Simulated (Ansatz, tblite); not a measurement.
Removing and adding an electron: SeF4. The state is a singlet with charge 0. Geometry: r2SCAN-D4/def2-SVP. Ansatz, gas phase; energy differences of separate SCF runs; the oxidised species was run as a doublet alone; the reduced species was run as a doublet alone.

Cartesian coordinates in Å:
```
Se 0.2289 0.2773 -0.3616
F -1.1820 1.3648 -0.1867
F 1.4907 -0.9909 -0.3010
F -0.9106 -1.0086 -0.5055
F 0.3730 0.3574 1.3547
```

The xTB rows come from tblite.

Q: Estimate orbital energies and vertical ionisation energies and electron affinities at: GFN1-xTB; GFN2-xTB; PBE-D4/def2-TZVP; PBE-D4/def2-TZVPD; r2SCAN-D4/def2-TZVP; r2SCAN-D4/def2-TZVPD; PBE0-D4/def2-TZVP; PBE0-D4/def2-TZVPD.

A: 
```
               level  −HOMO (eV)  vertical IE (eV)  −LUMO (eV)  vertical EA (eV)  HOMO–LUMO gap (eV)  IE − EA (eV)                       remarks
            GFN1-xTB       15.14             19.60       11.14              6.53                4.00         13.08                             –
            GFN2-xTB       13.61             17.44        9.45              5.91                4.17         11.53                             –
    PBE-D4/def2-TZVP        8.73             12.52        3.81                 –                4.92             –                             –
   PBE-D4/def2-TZVPD        8.87                 –        3.94              0.71                4.93             –  HOMO above zero (-1 doublet)
 r2SCAN-D4/def2-TZVP        9.13             12.70        3.79                 –                5.35             –                             –
r2SCAN-D4/def2-TZVPD        9.21                 –        3.85              0.78                5.36             –  HOMO above zero (-1 doublet)
   PBE0-D4/def2-TZVP       10.38             12.90        3.00                 –                7.38             –                             –
  PBE0-D4/def2-TZVPD       10.46                 –        3.09              0.86                7.37             –  HOMO above zero (-1 doublet)
```

   A HOMO above zero means that the electron is unbound at that level or that self-interaction error raises the level; the energy of removing that electron tells which. Raw xTB energy differences between charge states are shifted by several eV; the methods need an empirical correction for them.
